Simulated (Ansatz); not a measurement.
Cost and result for the atomization energy of `CC(=O)O[SiH3]` (11 atoms, 10 bonds).

| atom | x (Å) | y (Å) | z (Å) |
| --- | --- | --- | --- |
| C1 | -0.688 | -1.005 | 1.541 |
| C2 | -0.104 | 0.046 | 0.654 |
| O3 | 0.264 | 1.136 | 1.008 |
| O4 | -0.018 | -0.340 | -0.628 |
| Si5 | 0.633 | 0.792 | -1.706 |
| H6 | -1.682 | -1.276 | 1.182 |
| H7 | -0.742 | -0.640 | 2.563 |
| H8 | -0.072 | -1.905 | 1.494 |
| H9 | 0.586 | 0.070 | -2.998 |
| H10 | -0.209 | 2.006 | -1.763 |
| H11 | 2.032 | 1.113 | -1.347 |

Total charge 0; spin multiplicity 1. The geometry is a stationary point of PBE0-D4/def2-TZVP. Program: Ansatz. All runs use 4 threads of a server CPU on a shared host. Times are those of one run each, without the atoms' runs, and a repeat can differ threefold. Electronic energies, without spin–orbit coupling; frozen cores. CCSD(T)/CBS adds CCSD(T) − MP2 in def2-TZVPP to the MP2 limit, and its time is that of the two runs behind it. T1 = 0.014. HSE06 is the plane-wave form, built on full-range PBE exchange.

CCSD(T)/CBS is a level of theory with its own doubt, some kJ/mol a heavy atom from the limit and from the frozen cores, so smaller differences don't rank the functionals.

```
                          level  functions  wall time
PBE-D4/def2-TZVPP (with forces)        250      2.4 s
             PBE0-D4/def2-TZVPP        250      2.7 s
            HSE06-D4/def2-TZVPP        250      3.1 s
        CAM-B3LYP-D4/def2-TZVPP        250      3.1 s
          r2SCANh-D4/def2-TZVPP        250      4.5 s
               CCSD(T)/def2-SVP        104      4.6 s
              B2PLYP/def2-TZVPP        250      4.9 s
            PBE-QIDH/def2-TZVPP        250      5.5 s
             ωB97X-V/def2-TZVPP        250        7 s
              B97M-V/def2-TZVPP        250      8.5 s
                 MP2/def2-QZVPP        478       21 s
             CCSD(T)/def2-TZVPP        250    2.4 min
              CCSD(T)/CBS(def2)          –    2.7 min
```

What atomization energy does each give, and how far from CCSD(T)/CBS? (Best estimate.)

The calculation gave: 
```csv
level,atomization (kJ/mol),difference from CCSD(T)/CBS,per bond
PBE-D4/def2-TZVPP (with forces),4403.0,82.8,8.3
PBE0-D4/def2-TZVPP,4308.4,-11.8,-1.2
HSE06-D4/def2-TZVPP,4311.6,-8.6,-0.9
CAM-B3LYP-D4/def2-TZVPP,4340.7,20.5,2.0
r2SCANh-D4/def2-TZVPP,4298.9,-21.3,-2.1
CCSD(T)/def2-SVP,4091.7,-228.5,-22.8
B2PLYP/def2-TZVPP,4277.0,-43.2,-4.3
PBE-QIDH/def2-TZVPP,4280.1,-40.1,-4.0
ωB97X-V/def2-TZVPP,4335.2,15.0,1.5
B97M-V/def2-TZVPP,4325.6,5.4,0.5
MP2/def2-QZVPP,4359.8,39.6,4.0
CCSD(T)/def2-TZVPP,4208.1,-112.1,-11.2
CCSD(T)/CBS(def2),4320.2,0.0,0.0
```

The D4 term adds +32.4 kJ/mol with B3LYP and +16.9 kJ/mol with PBE0; it sums over pairs of atoms, weighted by their polarisabilities, and B3LYP, whose exchange is more repulsive, gets the larger term. From BLYP to BHLYP (50 % exact exchange), in def2-TZVPP and without D4, the atomization energy moves by −126.7 kJ/mol: exact exchange takes away binding that semilocal exchange gives to molecules. At CCSD(T), def2-SVP lies −228.5 kJ/mol from the extrapolated value and def2-TZVPP −112.1 kJ/mol: correlation converges slowly with the basis, and small sets miss more of it in the bonded molecule than in its fragments.

B3LYP here is the variant with VWN-RPA as its local correlation; programs differ in this.
